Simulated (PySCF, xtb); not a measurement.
ScCl2, SMILES [Cl][Sc+][Cl], charge +1.

GFN2-xTB (xtb 6.7.1) at its own geometry gives an orbital gap of 1.74 eV.

Coordinates come from a B3LYP-D3(BJ)/def2-TZVP optimisation. The multiplicity is an assumed one; other spin states were not compared. The isomer is the one that the SMILES or the coordinates give; other isomers of the formula were not compared.

Question: What does PBE/def2-TZVPD run with PySCF give? (Estimate from the structure and the level; the computed values follow.)

Answer: gap 3.38 eV (levels -13.17 and -9.79 eV).
